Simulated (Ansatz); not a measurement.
A nudged elastic band was laid between two geometries of BCl2H4NO + FH (11 atoms, charge 0, multiplicity 1).

All numbers below come from Ansatz, RKS BHLYP/def2-SVP.

```json
{"movable images": "5", "climbing image": "yes", "spring": "5.0 eV/Å²", "optimiser": "quadratic models (default)", "start path": "through a guess of the saddle point", "force threshold": "0.05 eV/Å", "iteration limit": "60", "end points": "relaxed"}
```

Image 0:

```xyz
11
Properties=species:S:1:pos:R:3
B 0.182 -0.812 -0.134
O 1.245 0.091 -0.409
Cl -0.739 -1.366 -1.637
Cl 0.688 -2.228 0.940
H -0.920 0.994 0.301
N -0.854 0.060 0.721
H 0.673 1.562 -0.706
F 0.029 2.252 -0.648
H 1.988 -0.330 -0.834
H -0.524 0.155 1.676
H -1.767 -0.380 0.731
```

Image 6:

```xyz
11
Properties=species:S:1:pos:R:3
B 0.188 -0.813 -0.125
O 0.823 0.091 -1.020
Cl -0.645 -2.224 -0.982
Cl 1.268 -1.372 1.265
H -0.602 0.991 0.763
N -0.975 0.061 0.545
H 0.896 1.562 -0.381
F 0.615 2.253 0.201
H 1.493 -0.328 -1.555
H -1.312 -0.385 1.391
H -1.749 0.164 -0.103
```

(1) Which bonds break or form, and what moves?

(2) Give the energies along the band, and the barrier.

(3) What is the geometry of the highest image?

(4) What are the harmonic wavenumbers there?

## Answers

(1) No bond is made or broken.  The two ends are copies of one structure, up to a mirror image or an exchange of like atoms.

(2) The run converged. The highest image is number 3 of 0 to 6, 0.046 eV above the ends, which have the same energy within 2 meV. A vibrational analysis at the climbing image gives one clearly imaginary mode, 64i cm⁻¹: a first-order saddle point.

```
image  path coordinate (Å)  energy (eV)
    0                 0.00        0.000
    1                 0.47        0.014
    2                 0.94        0.036
    3                 1.42        0.046
    4                 1.87        0.035
    5                 2.32        0.013
    6                 2.77        0.000
```

(3) 
```xyz
11
Properties=species:S:1:pos:R:3:forces:R:3
B 0.177 -0.842 -0.139 -0.01 0.00 0.02
O 1.062 0.085 -0.750 0.01 -0.02 -0.01
Cl -0.764 -1.867 -1.363 0.00 0.00 0.00
Cl 0.997 -1.888 1.153 0.00 0.00 0.00
H -0.692 1.056 0.507 0.00 0.01 0.00
N -0.912 0.061 0.632 -0.01 0.00 0.01
H 0.794 1.641 -0.523 0.00 -0.01 0.01
F 0.319 2.378 -0.167 0.00 0.00 0.00
H 1.764 -0.342 -1.234 0.01 0.03 -0.01
H -0.906 -0.159 1.622 0.00 0.00 0.00
H -1.839 -0.123 0.262 0.00 0.00 0.00
```

(4) 64i, 128, 180, 193, 237, 276, 305, 386, 389, 452, 572, 693, 768, 784, 889, 1024, 1050, 1185, 1194, 1453, 1673, 1678, 3409, 3591, 3631, 3686, 4029 cm⁻¹.

Time of the run: 3.5 min on 2 threads of AMD EPYC 7R13 Processor (Zen 3), on a shared host, peak memory 0.32 GiB.
